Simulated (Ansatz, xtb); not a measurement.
## C8H10: which of two isomers lies lower

Structure X: `C=CC1=CC=C(C)C1`, a singlet. Structure Y: `C=CC1=C(C)C=CC1`, a singlet. Both are isolated molecules in the gas phase, relaxed with B3LYP-D3(BJ)/def2-SVP; the shapes shown needn't be the lowest conformers.

X (Å):

```json
{"atom": "C", "x (Å)": "-2.8509", "y (Å)": "0.3991", "z (Å)": "-0.2665"}
{"atom": "C", "x (Å)": "-2.1346", "y (Å)": "1.4535", "z (Å)": "-0.6987"}
{"atom": "C", "x (Å)": "-0.6904", "y (Å)": "1.5584", "z (Å)": "-0.7055"}
{"atom": "C", "x (Å)": "0.0480", "y (Å)": "2.6206", "z (Å)": "-1.1403"}
{"atom": "C", "x (Å)": "1.4710", "y (Å)": "2.3379", "z (Å)": "-0.9823"}
{"atom": "C", "x (Å)": "1.6377", "y (Å)": "1.1006", "z (Å)": "-0.4487"}
{"atom": "C", "x (Å)": "2.9118", "y (Å)": "0.3979", "z (Å)": "-0.1154"}
{"atom": "C", "x (Å)": "0.2712", "y (Å)": "0.4952", "z (Å)": "-0.2255"}
{"atom": "H", "x (Å)": "-3.9428", "y (Å)": "0.4034", "z (Å)": "-0.2969"}
{"atom": "H", "x (Å)": "-2.3707", "y (Å)": "-0.5000", "z (Å)": "0.1305"}
{"atom": "H", "x (Å)": "-2.6679", "y (Å)": "2.3291", "z (Å)": "-1.0874"}
{"atom": "H", "x (Å)": "-0.3619", "y (Å)": "3.5475", "z (Å)": "-1.5467"}
{"atom": "H", "x (Å)": "2.2752", "y (Å)": "3.0238", "z (Å)": "-1.2554"}
{"atom": "H", "x (Å)": "3.0072", "y (Å)": "-0.5514", "z (Å)": "-0.6722"}
{"atom": "H", "x (Å)": "2.9607", "y (Å)": "0.1363", "z (Å)": "0.9566"}
{"atom": "H", "x (Å)": "3.7877", "y (Å)": "1.0195", "z (Å)": "-0.3529"}
{"atom": "H", "x (Å)": "0.1083", "y (Å)": "0.2439", "z (Å)": "0.8385"}
{"atom": "H", "x (Å)": "0.1505", "y (Å)": "-0.4507", "z (Å)": "-0.7845"}
```

Y (Å):

```xyz
18

C    -2.4447    0.3702   -1.1324
C    -1.1955    0.7785   -1.4244
C    -0.1221    0.9852   -0.4734
C     1.1572    1.3992   -0.7434
C     1.7677    1.7393   -2.0661
C     1.9060    1.4715    0.5183
C     1.1099    1.1108    1.5490
C    -0.2527    0.7680    1.0163
H    -2.7581    0.1537   -0.1072
H    -3.1953    0.2396   -1.9152
H    -0.9501    0.9776   -2.4731
H     1.0588    1.6327   -2.8984
H     2.1417    2.7778   -2.0708
H     2.6363    1.0913   -2.2762
H     2.9528    1.7756    0.5863
H     1.3846    1.0669    2.6033
H    -0.5382   -0.2729    1.2563
H    -1.0395    1.4073    1.4576
```

Problem. Estimate which is lower in electronic energy at CCSD(T)/def2-SVP + ΔMP2/def2-TZVPP, and by roughly how much.

Solution. CCSD(T)/def2-SVP + ΔMP2/def2-TZVPP gives E(Y) − E(X) = +0.07 kcal/mol, slightly favouring structure X, which is too small a margin to settle the true order.

The same difference at several levels:

| level | geometry | E(Y) − E(X) (kcal/mol) | departure from the last row (kcal/mol) | job, with rough time for the two |
| --- | --- | --- | --- | --- |
| GFN2-xTB | GFN2-xTB | +0.92 | +0.85 | optimisation, 0.15 s |
| HF/STO-3G | GFN2-xTB | +1.02 | +0.95 | single point, 0.82 s |
| r2SCAN-D4/def2-SVP | GFN2-xTB | +0.55 | +0.48 | single point, 11 s |
| B3LYP-D3(BJ)/def2-SVP | B3LYP-D3(BJ)/def2-SVP | +0.48 | +0.40 | optimisation, 90 s |
| HF/def2-SVP | B3LYP-D3(BJ)/def2-SVP | +0.97 | +0.90 | part of the CCSD(T) run |
| MP2/def2-SVP | B3LYP-D3(BJ)/def2-SVP | +0.31 | +0.24 | part of the CCSD(T) run |
| CCSD(T)/def2-SVP | B3LYP-D3(BJ)/def2-SVP | +0.38 | +0.31 | single point |
| CCSD(T)/def2-SVP + ΔMP2/def2-TZVPP | B3LYP-D3(BJ)/def2-SVP | +0.07 |  | single point, 6.1 min |

As drawn, both hold the same kinds of bond in the same numbers.

The largest departure from CCSD(T)/def2-SVP + ΔMP2/def2-TZVPP is that of HF/STO-3G, 0.95 kcal/mol. The last row adds to CCSD(T) the change of the MP2 difference between the two basis sets, here −0.31 kcal/mol.

With thermal terms from frequencies at re-optimised GFN2-xTB minima (ideal gas, soft modes damped towards free rotors, one conformer each, 298.15 K, 1 atm): the zero-point term adds −0.08 kcal/mol; ΔH is +0.04 and ΔG −0.09 kcal/mol.

The correlated steps freeze 8 core orbitals. Codes used: Ansatz 0.2.0, xtb 6.7.1; the last row on 2 threads of Arm Neoverse V1 on a shared host.
